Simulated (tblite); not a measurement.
Compound: C₅H₈F₂.
Atom-mapped SMILES: `[CH3:1][CH2:2][CH:3]1[C@@H:4]([F:5])[C@@H:6]1[F:7]` (hydrogens: H8, H9, H10 on C1; H11, H12 on C2; H13 on C3; H14 on C4; H15 on C6)

Computed with GFN2-xTB (tblite), gas phase: L-BFGS steps from a force-field or distance-geometry start until the largest atomic force falls under 0.01 eV/Å.

Step 2: E = -659.2063 eV
```
atom  x, y, z in Å  |  force x, y, z in eV/Å
C1     -1.6118   -0.4801    1.2457    0.034   0.022   0.004
C2     -0.6859    0.5928    0.6783   -0.115   0.005   0.016
C3      0.6578    0.0110    0.3132   -0.062   0.081   0.143
C4      0.8637   -0.6453   -1.0238    0.069   0.006   0.160
F5     -0.1853   -0.6663   -1.8944    0.164   0.012   0.010
C6      1.5070    0.6762   -0.7285   -0.180  -0.010  -0.018
F7      2.8515    0.6986   -0.5259    0.058   0.007  -0.116
H8     -2.5600   -0.0292    1.5165   -0.111  -0.037   0.005
H9     -1.7872   -1.2634    0.5125   -0.014   0.043  -0.017
H10    -1.1835   -0.9354    2.1361    0.038   0.024  -0.009
H11    -0.5322    1.3726    1.4241   -0.012   0.081   0.065
H12    -1.1537    1.0526   -0.1950    0.049  -0.070  -0.013
H13     1.1717   -0.4133    1.1726    0.061  -0.074  -0.252
H14     1.4794   -1.5289   -1.1203   -0.041  -0.064  -0.046
H15     1.1639    1.5660   -1.2453    0.062  -0.027   0.071
```

Step 3: E = -659.2131 eV
```
atom  x, y, z in Å  |  force x, y, z in eV/Å
C1     -1.6140   -0.4808    1.2474    0.060   0.082  -0.034
C2     -0.6914    0.5935    0.6818    0.026   0.054  -0.011
C3      0.6547    0.0160    0.3158   -0.047   0.002   0.093
C4      0.8652   -0.6466   -1.0162    0.034   0.022   0.047
F5     -0.1763   -0.6659   -1.8925    0.040   0.008  -0.057
C6      1.5049    0.6762   -0.7273   -0.137  -0.036   0.010
F7      2.8487    0.6989   -0.5322    0.140   0.008  -0.056
H8     -2.5617   -0.0318    1.5157   -0.165  -0.016   0.040
H9     -1.7874   -1.2602    0.5127   -0.021  -0.019  -0.058
H10    -1.1821   -0.9334    2.1342    0.046  -0.019   0.061
H11    -0.5324    1.3756    1.4262   -0.057   0.048   0.034
H12    -1.1516    1.0499   -0.1968    0.009  -0.046   0.005
H13     1.1749   -0.4170    1.1620    0.084  -0.074  -0.092
H14     1.4773   -1.5312   -1.1229   -0.003  -0.060   0.022
H15     1.1668    1.5649   -1.2420   -0.007   0.045  -0.004
```

Step 4: E = -659.2155 eV
```
atom  x, y, z in Å  |  force x, y, z in eV/Å
C1     -1.6145   -0.4798    1.2477    0.016   0.058  -0.012
C2     -0.6932    0.5949    0.6834    0.056   0.056  -0.009
C3      0.6527    0.0182    0.3177   -0.006  -0.043   0.067
C4      0.8661   -0.6468   -1.0121   -0.003  -0.026  -0.035
F5     -0.1716   -0.6655   -1.8925   -0.002   0.006  -0.071
C6      1.5025    0.6754   -0.7263   -0.012   0.032   0.003
F7      2.8492    0.6991   -0.5360    0.083   0.005  -0.034
H8     -2.5650   -0.0334    1.5159   -0.121  -0.027   0.037
H9     -1.7878   -1.2591    0.5119   -0.011  -0.008  -0.044
H10    -1.1807   -0.9329    2.1343    0.026  -0.011   0.044
H11    -0.5336    1.3776    1.4276   -0.070   0.043   0.022
H12    -1.1506    1.0480   -0.1976   -0.008  -0.023   0.003
H13     1.1779   -0.4199    1.1562    0.081  -0.067  -0.016
H14     1.4763   -1.5332   -1.1237   -0.003  -0.029   0.058
H15     1.1678    1.5654   -1.2407   -0.026   0.036  -0.014
```

Problem. Estimate the geometry and energy of step 5. (The exact step hangs on the optimiser's Hessian estimate; all steps are aligned on step 4, rigid shifts and turns removed.)

Solution. E = -659.2170 eV, largest force 0.102 eV/Å
```
atom  x, y, z in Å  |  force x, y, z in eV/Å
C1     -1.6149   -0.4783    1.2479   -0.029   0.019   0.010
C2     -0.6936    0.5968    0.6845    0.046   0.024   0.016
C3      0.6516    0.0188    0.3199    0.041  -0.047  -0.016
C4      0.8665   -0.6475   -1.0101   -0.020  -0.004  -0.052
F5     -0.1685   -0.6652   -1.8938   -0.019   0.003  -0.069
C6      1.5013    0.6757   -0.7255    0.052   0.020   0.011
F7      2.8505    0.6993   -0.5392    0.023   0.005  -0.023
H8     -2.5690   -0.0351    1.5167   -0.052  -0.041   0.024
H9     -1.7882   -1.2583    0.5107    0.003   0.023  -0.012
H10    -1.1794   -0.9325    2.1350   -0.001   0.008   0.006
H11    -0.5356    1.3798    1.4289   -0.068   0.041   0.010
H12    -1.1500    1.0463   -0.1981   -0.012  -0.002  -0.005
H13     1.1814   -0.4232    1.1521    0.072  -0.062   0.038
H14     1.4756   -1.5350   -1.1231   -0.003  -0.010   0.074
H15     1.1680    1.5663   -1.2401   -0.033   0.022  -0.013
```

The energy changes by -0.0016 eV. The first-order estimate −F·Δx gives -0.0022 eV and the mean of the old and new forces, exact on a quadratic surface, -0.0016 eV. The step makes an angle of 46° with the force vector and moves no atom by more than 0.006 Å.

What follows is the cost of the whole relaxation. The run took 0.12 s on an Arm Neoverse N1 with one thread (shared host).
